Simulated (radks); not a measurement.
Q: The table gives one normalised radial function P(r) = r R(r) of Tm54+ in [Ne] 3s2 3p3 (r in bohr). Method: scalar-relativistic Kohn-Sham, PBE, spin-polarised, spherical densities, point nucleus; open shells are filled with parallel spins first (spin-orbit coupling, left out, can overturn this in heavy ions); computed with a radial shooting solver on a logarithmic mesh with Libxc functionals.

| r | P |
|---|---|
| 0.001731 | 0.4384 |
| 0.002148 | 0.5111 |
| 0.002666 | 0.5906 |
| 0.003309 | 0.6752 |
| 0.004107 | 0.7611 |
| 0.005097 | 0.8423 |
| 0.006326 | 0.9097 |
| 0.007788 | 0.9497 |
| 0.009666 | 0.9489 |
| 0.012 | 0.8846 |
| 0.01489 | 0.7349 |
| 0.01848 | 0.4807 |
| 0.02293 | 0.1144 |
| 0.02846 | -0.3477 |
| 0.03533 | -0.8516 |
| 0.04384 | -1.2943 |
| 0.05441 | -1.5284 |
| 0.06753 | -1.3949 |
| 0.08382 | -0.7941 |
| 0.104 | 0.2220 |
| 0.1291 | 1.3903 |
| 0.1602 | 2.2914 |
| 0.1989 | 2.5533 |
| 0.2468 | 2.1155 |
| 0.3063 | 1.3058 |
| 0.3802 | 0.5814 |
| 0.4718 | 0.1762 |
| 0.5856 | 0.0335 |

Which n and l does it have? It may be an empty orbital.

A: n = 3, l = 0: the number of nodes gives n - l - 1 = 2, the rise at small r (about r^(l+1), flatter next to the nucleus through relativity) gives l, and the extent must fit the shell. The curve is that of 3s up; the table hardly tells the two spins apart. 3s up: eigenvalue -5541.4 eV, 2 radial nodes at r = 0.0243, 0.0997 bohr, <r> = 0.203 bohr, 90 % of the charge inside 0.294 bohr.
